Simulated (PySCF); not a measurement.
H4PSi, SMILES [SiH3][PH], multiplicity 2. Coordinates come from a PBE0-D3(BJ)/def2-TZVP optimisation. The isomer is the one that the SMILES or the coordinates give; other isomers of the formula were not compared.

Problem. Give the equilibrium geometry at PBE0-D3(BJ)/def2-TZVP (PySCF confirms it by a frequency run) as a Z-matrix, and its point group. (Estimate from the structure and the level; the computed values follow.)

Solution. point group Cs.
```
Si
H 1 1.4852
H 1 1.4883 2 108.96
H 1 1.4883 2 108.96 3 -118.40
P 1 2.2489 2 109.31 3 120.80
H 5 1.4260 1 91.18 2 180.00
```
Charge 0, spin multiplicity 2.
